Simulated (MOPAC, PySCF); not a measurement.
Potential energy curve for IBr, singlet.

Methods: RKS-B3LYP/LANL2DZ = restricted B3LYP/LANL2DZ, with its core potentials past Ne (PySCF 2.14.0); AM1, restricted, heats of formation (MOPAC); RHF/STO-3G = restricted Hartree-Fock/STO-3G (PySCF); UCCSD(T) = CCSD(T) on UHF/def2-SVP, 13 core orbitals frozen, def2 effective core potentials past Kr (PySCF).

Energies relative to the lowest point of each curve near equilibrium, in kcal/mol; the last columns give the difference from UCCSD(T):

| R / Å | RKS-B3LYP/LANL2DZ | AM1 | RHF/STO-3G | UCCSD(T) | RKS-B3LYP/LANL2DZ − UCCSD(T) | AM1 − UCCSD(T) | RHF/STO-3G − UCCSD(T) |
|---|---|---|---|---|---|---|---|
| 1.99 | 129.4 | 43.3 | 119.6 | 93.4 | 36.0 | -50.1 | 26.3 |
| 2.11 | 73.1 | 16.1 | 58.6 | 46.2 | 27.0 | -30.0 | 12.5 |
| 2.21 | 42.7 | 4.7 | 27.8 | 22.8 | 19.9 | -18.1 | 5.0 |
| 2.31 | 22.9 | 0.2 | 10.0 | 9.3 | 13.6 | -9.1 | 0.7 |
| 2.39 | 12.5 | 0.0 | 2.6 | 3.4 | 9.2 | -3.4 | -0.8 |
| 2.46 | 6.5 | 1.6 | 0.0 | 0.8 | 5.7 | 0.9 | -0.8 |
| 2.54 | 2.3 | 5.0 | 0.4 | 0.0 | 2.3 | 5.0 | 0.4 |
| 2.60 | 0.7 | 8.4 | 2.5 | 0.5 | 0.2 | 7.9 | 2.0 |
| 2.68 | 0.0 | 13.9 | 7.2 | 2.3 | -2.3 | 11.5 | 4.9 |
| 2.83 | 2.0 | 26.2 | 19.9 | 8.3 | -6.2 | 17.9 | 11.6 |
| 3.03 | 8.6 | 45.0 | 40.5 | 17.9 | -9.3 | 27.1 | 22.6 |
| 3.30 | 19.8 | 70.3 | 68.9 | 29.3 | -9.5 | 41.0 | 39.5 |
| 3.68 | 34.4 | 98.6 | 101.3 | 36.1 | -1.7 | 62.5 | 65.2 |
| 4.11 | 46.5 | 118.9 | 124.6 | 37.3 | 9.2 | 81.6 | 87.3 |
| 4.43 | 52.6 | 128.2 | 134.7 | 37.5 | 15.1 | 90.7 | 97.2 |
| 4.97 | 58.9 | 137.4 | 144.0 | 37.8 | 21.1 | 99.6 | 106.2 |
| 5.39 | 61.6 | 141.6 | 147.9 | 37.9 | 23.6 | 103.7 | 110.0 |
| 6.10 | 64.0 | 146.2 | 152.2 | 38.1 | 26.0 | 108.1 | 114.2 |
| 6.60 | 64.9 | 148.6 | 154.5 | 38.1 | 26.8 | 110.5 | 116.4 |
| 7.33 | 65.7 | 151.2 | 157.2 | 38.1 | 27.6 | 113.1 | 119.1 |

RKS-B3LYP/LANL2DZ is furthest from UCCSD(T) at 1.99 (36.0 kcal/mol, above); its mean absolute difference over the points is 14.6 kcal/mol.

AM1 is furthest from UCCSD(T) at 7.33 (113.1 kcal/mol, above); its mean absolute difference over the points is 49.6 kcal/mol.

RHF/STO-3G is furthest from UCCSD(T) at 7.33 (119.1 kcal/mol, above); its mean absolute difference over the points is 47.1 kcal/mol.

The restricted form behind RKS-B3LYP/LANL2DZ, AM1, RHF/STO-3G keeps the bonding electrons paired and can't separate into open-shell fragments. The unrestricted determinant behind UCCSD(T) is spin-contaminated at 2.68 to 7.33 Å (<S²> up to 1.0, against 0.00 for a pure singlet).
